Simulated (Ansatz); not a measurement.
`C[Si](C)(C)C#CC#Cc1ccc(C#Cc2ccc(C#Cc3ccc(C#C[Si](C)(C)C)cc3)cc2)cc1`, relaxed as a singlet with RKS PBE-D4/def2-SVP in Ansatz, starting from the GFN2-xTB geometry. Force threshold 0.03 eV/Å.

Single mean-field runs in def2-SVP are fitted with def2-universal-jkfit.

Start:

Cartesian coordinates in Å:
```
C 2.923 5.215 13.836
Si 3.206 3.344 13.603
C 2.060 2.338 14.746
C 5.033 2.894 13.907
C 2.792 2.913 11.849
C 2.520 2.630 10.698
C 2.218 2.315 9.419
C 1.948 2.035 8.269
C 1.634 1.709 6.939
C 0.840 0.593 6.655
C 0.534 0.273 5.351
C 1.014 1.059 4.300
C 0.699 0.731 2.964
C 0.428 0.450 1.820
C 0.114 0.122 0.483
C -1.038 0.636 -0.116
C -1.345 0.316 -1.420
C -0.507 -0.526 -2.155
C -0.823 -0.855 -3.492
C -1.091 -1.138 -4.635
C -1.407 -1.468 -5.972
C -0.927 -0.682 -7.023
C -1.235 -1.003 -8.327
C -2.031 -2.117 -8.611
C -2.347 -2.447 -9.950
C -2.617 -2.732 -11.095
Si -3.030 -3.167 -12.854
C -3.811 -4.905 -12.904
C -4.262 -1.887 -13.544
C -1.434 -3.145 -13.896
C -2.511 -2.902 -7.558
C -2.203 -2.581 -6.254
C 0.646 -1.040 -1.557
C 0.953 -0.720 -0.252
C 1.806 2.174 4.584
C 2.114 2.496 5.887
H 1.892 5.484 13.629
H 3.148 5.528 14.851
H 3.552 5.793 13.166
H 2.195 1.271 14.596
H 1.016 2.565 14.552
H 2.255 2.552 15.793
H 5.336 3.126 14.924
H 5.689 3.440 13.235
H 5.209 1.834 13.745
H 0.471 -0.014 7.469
H -0.079 -0.590 5.131
H -1.688 1.287 0.453
H -2.236 0.712 -1.886
H -0.311 0.178 -6.801
H -0.864 -0.396 -9.140
H -4.063 -5.188 -13.922
H -3.133 -5.658 -12.513
H -4.724 -4.947 -12.317
H -3.846 -0.884 -13.524
H -4.521 -2.114 -14.574
H -5.183 -1.871 -12.969
H -0.964 -2.166 -13.881
H -0.708 -3.864 -13.528
H -1.645 -3.391 -14.933
H -3.126 -3.762 -7.778
H -2.574 -3.186 -5.438
H 1.292 -1.690 -2.128
H 1.844 -1.117 0.212
H 2.176 2.782 3.771
H 2.726 3.358 6.108
```

```csv
step,energy (eV),largest force component (eV/Å),SCF passes
1,-51414.1759,2.781,23
2,-51414.7636,0.306,23
3,-51414.8136,0.085,25
4,-51414.8157,0.043,17
5,-51414.8162,0.021,15
```

Force components are those of the run's own axes.

End:

```xyz
66

C     2.970    5.243   14.018
Si    3.249    3.389   13.783
C     2.114    2.393   14.920
C     5.060    2.942   14.090
C     2.836    2.958   12.033
C     2.558    2.669   10.855
C     2.254    2.353    9.568
C     1.978    2.066    8.393
C     1.661    1.737    7.051
C     0.855    0.606    6.751
C     0.544    0.283    5.431
C     1.028    1.073    4.356
C     0.709    0.742    3.007
C     0.433    0.455    1.840
C     0.115    0.124    0.490
C    -1.055    0.637   -0.127
C    -1.366    0.313   -1.447
C    -0.521   -0.539   -2.204
C    -0.838   -0.871   -3.554
C    -1.112   -1.159   -4.721
C    -1.430   -1.492   -6.070
C    -0.947   -0.702   -7.146
C    -1.258   -1.028   -8.466
C    -2.067   -2.155   -8.765
C    -2.385   -2.488  -10.113
C    -2.661   -2.778  -11.283
Si   -3.072   -3.210  -13.033
C    -3.843   -4.936  -13.055
C    -4.295   -1.928  -13.693
C    -1.475   -3.182  -14.044
C    -2.550   -2.944   -7.688
C    -2.240   -2.619   -6.369
C     0.650   -1.052   -1.587
C     0.961   -0.728   -0.267
C     1.833    2.204    4.656
C     2.145    2.528    5.974
H     1.914    5.515   13.813
H     3.208    5.543   15.059
H     3.614    5.832   13.333
H     2.255    1.304   14.767
H     1.048    2.631   14.725
H     2.330    2.623   15.984
H     5.348    3.187   15.134
H     5.729    3.504   13.407
H     5.235    1.860   13.928
H     0.476   -0.014    7.576
H    -0.081   -0.594    5.209
H    -1.717    1.298    0.451
H    -2.275    0.716   -1.916
H    -0.320    0.174   -6.925
H    -0.878   -0.410   -9.292
H    -4.105   -5.234  -14.091
H    -3.140   -5.690  -12.646
H    -4.768   -4.965  -12.444
H    -3.859   -0.909  -13.660
H    -4.566   -2.154  -14.745
H    -5.226   -1.920  -13.091
H    -1.004   -2.179  -14.015
H    -0.742   -3.915  -13.651
H    -1.680   -3.436  -15.105
H    -3.177   -3.820   -7.910
H    -2.619   -3.237   -5.542
H     1.312   -1.713   -2.165
H     1.870   -1.131    0.202
H     2.211    2.823    3.830
H     2.770    3.405    6.196
```

By distances, no bond broke or formed. The bond that changes most is C5–C6, from 1.22 to 1.24 Å (atoms count from 1).

No frequencies were taken in this run, so the end may be a saddle point.

Hardware: 2 threads of AMD EPYC 7R13 on a shared host and a share (18 GiB) of an NVIDIA H100 80GB HBM3. Wall time 46 s.
